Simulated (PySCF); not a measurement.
System: C₃H₄B (charge 0, doublet). It need not be the lowest isomer of its formula. SMILES: C[B]C#C
Coordinates optimised at B3LYP-D3(BJ)/def2-TZVP (Ansatz):
```xyz
8

C      2.0912    -0.0194     0.0635
C      0.8755    -0.1397     0.0598
B     -0.5482    -0.4144     0.0909
C     -1.9101     0.2595    -0.1308
H      3.1510     0.0658     0.0731
H     -2.0844     0.9257     0.7254
H     -1.9070     0.9008    -1.0195
H     -2.7586    -0.4227    -0.1883
```
Charge 0, spin multiplicity 2.

Dispersion corrections to the total energy (kcal/mol) from the dftd3 and dftd4 libraries through PySCF: D3(BJ) without and D4 with the three-body term, each with the damping fitted for the functional named.

| functional | D3(BJ) | D4 |
|---|---|---|
| B2PLYP | … | -1.92 |
| BP86 | -4.63 | -3.63 |
| PBE | -2.94 | -2.76 |
| B2GP-PLYP | -1.86 | -1.15 |
| HSE06 | … | -2.14 |
| BLYP | … | -6.21 |
| TPSSh | -3.37 | -3.38 |

### Question
Some entries are withheld; supply them.

### Answer

- B2PLYP, D3(BJ): -2.36
- HSE06, D3(BJ): -1.90
- BLYP, D3(BJ): -6.30
